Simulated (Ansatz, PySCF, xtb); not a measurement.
Positional isomers: trisilane boryl. Gas-phase values, no solvent. One relaxed conformer stands for each flexible species; it need not be the lowest. Strings in code marks are SMILES.

Quantity: electronic energy of isomers of H9BSi3 relative to `B[SiH]([SiH3])[SiH3]`, in kJ/mol.

Level 1: frozen-core CCSD(T)/cc-pVTZ // PBE0-D3(BJ)/def2-TZVP (Ansatz, a quantum-chemistry and plane-wave program)
Level 2: PBE-D3(BJ)/def2-TZVP // PBE0-D3(BJ)/def2-TZVP (PySCF)
Level 3: HF/6-31G* // PBE0-D3(BJ)/def2-TZVP (PySCF)
Level 4: GFN2-xTB (xtb)

| species | level 2 | level 3 | level 4 |
|---|---|---|---|
| `B[SiH2][SiH2][SiH3]` | 3.03 | 4.41 | -2.09 |

Q: What does level 1 give for each?

A: 
- `B[SiH2][SiH2][SiH3]`: 4.93
